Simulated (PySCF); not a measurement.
## UHF on Ni⁺ (nickel, charge +1)

Configuration: [Ar] 3d9, 2D determinant. Computed with PySCF 2.14 in x2c-SVPall, with the spin-free X2C one-electron Hamiltonian (Gaussian nucleus).

```json
{"Total energy": "-1518.532645 hartree", "One-electron energy": "-2105.8825 hartree", "Hartree (Coulomb) energy": "649.8169 hartree", "Exchange energy": "-62.4670 hartree", "⟨S²⟩": "0.7527", "⟨L²⟩": "6.018", "Sum of ⟨r⟩": "17.48 bohr", "Sum of ⟨r²⟩": "19.33 bohr²", "Traceless quadrupole moment −½Σ⟨3z² − r²⟩ along its main axis": "-0.475 e·bohr²", "Langevin diamagnetic susceptibility": "-15.3 ×10⁻⁶ cm³/mol", "Time after the integrals": "0.13 s of wall time on 1 thread of Neoverse-V1 (shared host)"}
```

```
shell  electrons  mean orbital energy (hartree)  spread (hartree)  rms radius, mean of both spins (bohr)
 1s α          1                     -308.81028                 0                                 0.0624
 1s β          1                     -308.80976                 0                                 0.0624
 2s α          1                      -38.67582                 0                                  0.265
 2s β          1                      -38.64055                 0                                  0.265
 2p α          3                      -33.14849           0.03722                                  0.238
 2p β          3                      -33.11358           0.00022                                  0.238
 3s α          1                       -5.13299                 0                                  0.799
 3s β          1                       -5.03594                 0                                  0.799
 3p α          3                       -3.46401           0.07907                                  0.854
 3p β          3                       -3.34736           0.05087                                  0.854
 3d α          5                       -0.78760           0.09567                                   1.21
 3d β          4                       -0.72978           0.07576                                   1.21
```

Densities and radii are taken from the X2C orbitals without a picture-change correction, which distorts them close to the nucleus.
